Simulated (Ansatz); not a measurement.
`C[O][GeH]([Cl])[O][SiH3]` + `[OH][Ga]([OH])[SH]` → `[OH][Ga]([SH])[O][SiH3]` + `C[O][GeH]([OH])[Cl]`  (ligand exchange at the Si–O bond)

Isolated molecules relaxed with PBE0-D4/def2-TZVP in Ansatz; ΔE leaves out vibrations. CCSD(T)/CBS is the MP2 limit (def2-TZVPP, def2-QZVPP) plus CCSD(T) − MP2 in def2-TZVPP, frozen cores. Functionals use def2-TZVPP. B3LYP here is the variant with VWN-RPA as its local correlation; programs differ in this. For Ga, Ge outer-core shells are correlated without core-valence functions, which leaves a few kJ/mol of doubt a bond. Scalar relativity is left out up to krypton. One conformer a species, not always the lowest.

```csv
level,ΔE (kJ/mol)
PBE-D4,1.4
PBE0-D4,0.9
ωB97X-V,1.8
B3LYP,-1.8
MP2/def2-TZVPP,1.3
SCS-MP2/def2-TZVPP,0.5
CCSD/def2-TZVPP,0.4
CCSD/CBS(def2),1.8
```

Q: What does CCSD(T)/CBS give? (Best estimate.)

A: The calculation gave: +2.3 kJ/mol. The listed levels differ from it by -0.9, -1.4, -0.5, -4.1, -1.0, -1.8, -1.9, -0.5 kJ/mol.

Largest T1 diagnostic among the species: 0.014.

In def2-TZVPP, CCSD(T) changes the Hartree–Fock value by +3.7 kJ/mol (the triples alone add +0.5 kJ/mol) and MP2 by +4.1 kJ/mol. The D4 term adds +4.0 kJ/mol with B3LYP and +2.5 kJ/mol with PBE0; it sums over pairs of atoms, weighted by their polarisabilities, and B3LYP, whose exchange is more repulsive, gets the larger term.
